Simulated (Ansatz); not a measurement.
C₂H₅ (SMILES [CH2]C), doublet, geometry from GFN2-xTB; PBE/6-31G* (Ansatz, a quantum-chemistry and plane-wave program).

Input for Ansatz:
Ansatz 0.2 input:
```yaml
crystal:
  periodic: [false, false, false]
  atoms:
    - {symbol: C, position_ang: [-0.02614715, -0.68564880, -0.01471818]}
    - {symbol: C, position_ang: [0.00914777, 0.78429993, 0.01653914]}
    - {symbol: H, position_ang: [0.98817534, -1.11000404, -0.01568722]}
    - {symbol: H, position_ang: [-0.53087951, -1.08690884, 0.86435588]}
    - {symbol: H, position_ang: [-0.52155198, -1.05009079, -0.91400379]}
    - {symbol: H, position_ang: [0.10921562, 1.30609826, 0.94783358]}
    - {symbol: H, position_ang: [0.05703688, 1.34899869, -0.89342413]}
basis:
  gaussian:
    orbitals: 6-31G*
hamiltonian:
  xc: pbe
magnetization: {spin_polarized: true, initial_magnetization: 1}
```

Problem. Write the output that Ansatz gives for this input, abridged.

Solution. 
```
Functional definition: PBE
448 factors; integrals over basis functions are off by at most 6.6e-4 eV
mean field evaluation 1: about -2144.9629 eV, gradient 3.3e1 eV
mean field evaluation 2: about -2140.3389 eV, gradient 4.4e1 eV
mean field evaluation 4: about -2150.5093 eV, gradient 6.2e-1 eV
mean field evaluation 8: about -2150.5031 eV, gradient 8.0e-3 eV
mean field -2150.50313016 eV, -79.0295323699 hartree, gradient 2.3e-5 eV, S^2 0.753412; 0 other end points of the search recorded, 0 dependent functions left out
reference -2150.50314663 eV, -79.0295329753 hartree; 9, 8 occupied and 31, 32 virtual orbitals, 448 factors
Total energy: -2150.50314663 eV, -79.0295329753 hartree
```
